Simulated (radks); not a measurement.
Q: Radial electron density D(r) = 4 pi r^2 rho(r) of an atom or ion with 36 electrons. All-electron calculation, scalar-relativistic Kohn-Sham, PBE, spin-polarised, spherical densities, point nucleus. Program: a radial shooting solver on a logarithmic mesh with Libxc functionals.

r (bohr)  D(r) (e/bohr)    spin D(r)
0.001936          2.298  -0.00000679
0.002582          3.784   -0.0000112
0.003417          6.047   -0.0000178
0.004557          9.574   -0.0000282
0.006078          14.71   -0.0000432
0.008106          21.69   -0.0000638
0.01081           30.34   -0.0000895
0.01442           39.56    -0.000118
0.01908           46.99    -0.000140
0.02545           50.33    -0.000133
0.03394           48.10    0.0000154
0.04527           43.38     0.000814
0.06038           43.38      0.00424
0.08053           52.08       0.0165
0.1074            61.19       0.0530
0.1421            56.96        0.136
0.1895            42.02        0.288
0.2528            37.34        0.475
0.3372            44.74        0.577
0.4497            40.15        0.488
0.5998            21.70        0.273
0.7936            10.76        0.101
1.059             9.235       0.0311
1.412             6.521       0.0362
1.883             2.309       0.0658
2.511            0.4201       0.0850
3.35            0.09162       0.0739
4.432           0.03735       0.0371
5.911          0.008192      0.00819
7.884         0.0005550     0.000555

What is the nuclear charge?

A: Z = 40. The innermost maximum, from 1s, lies near gamma/Z bohr with gamma = sqrt(1 - (Z/c)^2) = 0.956, here 0.0239 bohr (found: 0.0261), and its height grows with Z. The density is that of the zirconium ion Zr4+ in [Ar] 3d9.75 4s2 4p6 4f0.25; the configuration itself is not fixed sharply by these data, and Z only to a few units. D(r) has 3 maxima, at r = 0.0261, 0.115, 0.365 bohr, and minima at 0.0527, 0.235 bohr, inside which lie 2.04, 11.05 electrons.
